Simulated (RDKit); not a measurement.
A run for RDKit: UFF on H2O (SMILES O).

```python
from rdkit import Chem
from rdkit.Chem import AllChem, rdDetermineBonds

blocks = [
'''3

O     0.14487543   -0.00836163   -0.15266882
H    -0.32316554   -0.70630735   -0.62397733
H    -0.14574739    0.81884071   -0.55223325
''',
]
mol = None
for b in blocks:
    f = Chem.MolFromXYZBlock(b)
    rdDetermineBonds.DetermineBonds(f, charge=0)
    mol = f if mol is None else Chem.CombineMols(mol, f)
Chem.SanitizeMol(mol)
print(Chem.MolToSmiles(Chem.RemoveHs(mol)))
ff = AllChem.UFFGetMoleculeForceField(mol, vdwThresh=100.0, ignoreInterfragInteractions=False)
e = ff.CalcEnergy()
print(f'UFF energy {e:.6f} kcal/mol')
```

It printed:

```
O
UFF energy 0.832187 kcal/mol
```

The run finished.

Cost: about 0.03 core-seconds (a rough figure).
